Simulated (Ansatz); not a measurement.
Basis-set extrapolation for CH4ClNOSSi (`O[Si]1(Cl)NCS1`) (PBE0-D4/def2-TZVP geometry, frozen core, Ansatz). Multiplicity 1, RHF reference.

|  | def2-TZVPP | def2-QZVPP |
| --- | --- | --- |
| HF | -1315.734871 | -1315.776102 |
| MP2 correlation | -1.085004 | -1.175862 |
| CCSD(T) correlation | -1.178113 | not run |

Energies in hartree. Use E(X) = E(∞) + A·exp(−7.88·√X) for Hartree–Fock and E(X) = E(∞) + B·X^(−2.97) for correlation, with X = 3 and 4, and add CCSD(T) minus MP2 of the smaller set to the MP2 limit.

Task: What is the CCSD(T) energy at the basis-set limit?

Result: HF limit: -1315.776102 + (-0.041231) × 0.13774 = -1315.78178. MP2 limit: -1.175862 + (-0.090858) × 0.74074 = -1.24316. Higher-order term: -1.178113 − (-1.085004) = -0.09311. Total: -1317.11805 hartree, 5.58 eV below CCSD(T)/def2-TZVPP.
